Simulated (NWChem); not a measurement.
System: C2H4Cl2; SMILES CC(Cl)Cl

NWChem input:

```
start job
memory heap 200 mb stack 900 mb global 1100 mb
geometry units angstroms noautosym nocenter noautoz
  C     -1.725529    -0.167642     0.000000
  C     -0.340902     0.426260     0.000000
  Cl     0.553959    -0.054609    -1.466991
  Cl     0.553959    -0.054609     1.466991
  H     -1.667205    -1.264990     0.000000
  H     -2.271937     0.161108    -0.896002
  H     -2.271937     0.161108     0.896002
  H     -0.355257     1.522880     0.000000
end
basis spherical
  * library def2-svp
end
dft
  xc pbe0
  iterations 150
end
cosmo
  do_cosmo_smd true
  solvent water
end
task dft energy
```

All runs use the structure optimised with PBE0/def2-SVP. Solvent: water.

Level: PBE0/def2-SVP with SMD (1 M gas to 1 M solution), gas-phase geometry.

Problem. Give the results of this calculation. (PBE0/def2-SVP, SMD on the gas-phase geometry.) Quantities: solvation free energy (kcal/mol); cavity-dispersion-structure term (kcal/mol); dipole in solution (D).

Solution. 
| Quantity | Result |
|---|---|
| solvation free energy (kcal/mol) | -1.3 |
| cavity-dispersion-structure term (kcal/mol) | 2.0 |
| dipole in solution (D) | 2.60 |
